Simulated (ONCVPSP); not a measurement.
**Which change was made? (Cd, ONCV)**

| Item | Value |
| --- | --- |
| Element | cadmium |
| Generator | ONCVPSP 4.0.1 |
| Type | optimised norm-conserving Vanderbilt (ONCV) |
| Functional | LDA (Perdew-Wang 92) |
| Relativity | scalar-relativistic |
| Frozen core | [Ar] 3d10 4s2 |
| Valence charge | 18 |
| Reference configuration | 4p6 4d10 5s2 |
| Partial waves | 5s: rc 2.50 bohr, ncon 4, nbas 8, qcut 2.2 1/bohr, 1 projector; 4p: rc 1.15 bohr, ncon 4, nbas 7, qcut 9.9 1/bohr, 2 projectors, debl 1.9 Ha; 4d: rc 1.80 bohr, ncon 5, nbas 9, qcut 10 1/bohr, 1 projector |
| Local potential | polynomial inside 1.10 bohr (lpopt 5, dvloc0 1 Ha) |
| Core correction | Teter function, fcfact 5.75, rcfact 1.4 |

In the p channel the program set the typed energies aside and used -2.462, 0.250 Ha.

Cutoffs, loose and tight: the cutoffs (Ha) at which the residual kinetic energy of the hardest occupied pseudo-wave falls to 1 and 0.1 mHa per electron. They do not see the model core or the augmentation charge, which bear on the density cutoff. Test errors are all-electron minus pseudo excitation energies from the reference, over the configurations 4p6 4d10 5s1; 4p6 4d10 5s0; 4p6 4d9 5s0; 4p6 4d10 5s0 5p2; variants that change the core or the reference have their own tests.

The base gives: outcome: generated, projector energies reset by the program; cutoff, loose: 41 Ha; cutoff, tight: 54 Ha; bound ghosts: s; GHOST(+) flags above zero: none; largest test error (meV): -82.

**Question.** After one change the result is: outcome: generated, projector energies reset by the program; cutoff, loose: 66 Ha; cutoff, tight: 80 Ha; bound ghosts: s; GHOST(+) flags above zero: none; largest test error (meV): -82. Which change was it?
A. p: qcut 15
B. p: qcut 8.2
C. p: qcut 6

**Answer.** A. The others give: p: qcut 8.2 → outcome: generated, projector energies reset by the program; cutoff, loose: 51 Ha; cutoff, tight: 106 Ha; bound ghosts: s; GHOST(+) flags above zero: none; largest test error (meV): -82 | p: qcut 6 → outcome: generated, projector energies reset by the program; cutoff, loose: 89 Ha; cutoff, tight: 112 Ha; bound ghosts: s; GHOST(+) flags above zero: none; largest test error (meV): -82.
